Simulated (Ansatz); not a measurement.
F₂HOSn (`[OH][Sn]([F])[F]`) radical. Charge 0, multiplicity 2. Sn: def2 effective core potential.

```xyz
5

O     1.100   -0.694   -0.453
Sn   -0.485    0.457   -0.400
F    -0.519    1.257    1.347
F    -1.969   -0.748   -0.436
H     1.872   -0.272   -0.059
```

(1) List the harmonic frequencies (cm⁻¹, unscaled) at PBE0-D4/def2-TZVP in Ansatz. (Estimate.)

(2) Is this a minimum?

(3) Give the ideal-gas thermochemistry at 298.15 K and 1 bar (rigid rotor, harmonic oscillator; point group C1, symmetry number 1).

(4) Rotational constants (cm⁻¹)?

Answers

(1) Computed: 107, 153, 184, 211, 595, 608, 620, 837, 3850.

(2) Yes, all 9 modes are real.

(3) Zero-point energy 42.9 kJ/mol; H(298) − E = 60.7 kJ/mol; entropy 337.3 J/(mol·K), of which translation 173.2, rotation 109.0, vibration 49.3, electronic 5.8; G(298) − E = -39.8 kJ/mol.

(4) 0.1561, 0.1521, 0.09599.
